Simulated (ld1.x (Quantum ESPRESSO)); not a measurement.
**Transferability test, RRKJ potential for strontium**

* Element: strontium (Sr)
* Generator: ld1.x (Quantum ESPRESSO) 7.5
* Type: norm-conserving RRKJ (Kleinman–Bylander form)
* Functional: revPBE
* Relativity: scalar-relativistic
* Frozen core: [Ar] 3d10
* Valence charge: 10
* Reference configuration: 4s2 4p6 4d0 5s2 5p0
* Partial waves: 4s (bound): rc 2.05 bohr; 4d (bound, empty): rc 3.45 bohr; 4p (bound): rc 2.20 bohr
* Local potential: the p channel
* Core correction: none

Occupied shells without a wave of their own: 5s. They enter only through the test configuration that unscreens the potential.

Energies are relative to the spin-unpolarised reference configuration 4s2 4p6 4d0 5s2 5p0; without spin polarisation the order of configurations can differ from experiment.

| valence configuration | charge | ΔE all-electron (eV) | error AE − PS (meV) |
| --- | --- | --- | --- |
| 4s2 4p6 4d0 5s1 5p0 | +1 | 5.818 | -171 |
| 4s2 4p6 4d0 5s0 5p0 | +2 | 16.721 | -477 |
| 4s2 4p6 4d0.5 5s1.5 5p0 | 0 | 1.141 | -55 |
| 4s2 4p6 4d0 5s1 5p1 | 0 | 2.255 | -104 |
| 4s2 4p6 4d0 5s0 5p2 | 0 | 4.593 | -219 |
| 4s1 4p6 4d0 5s2 5p0 | +1 | 47.026 | +42 |

What are ΔE and the potential's error for 4s2 4p6 4d0 5s1.5 5p0?

ΔE = 2.315 eV all-electron; the error (AE − PS) is -73 meV.

Levels in the configuration 4s1 4p6 4d0 5s2 5p0:

```tsv
level	all-electron (eV)	pseudo (eV)
4s	-53.423	-53.317
4p	-34.660	-34.557
5s	-10.005	-10.257
```

The 5s level has no wave, so the channel is fitted at the deeper level alone: the likely source of the large errors.
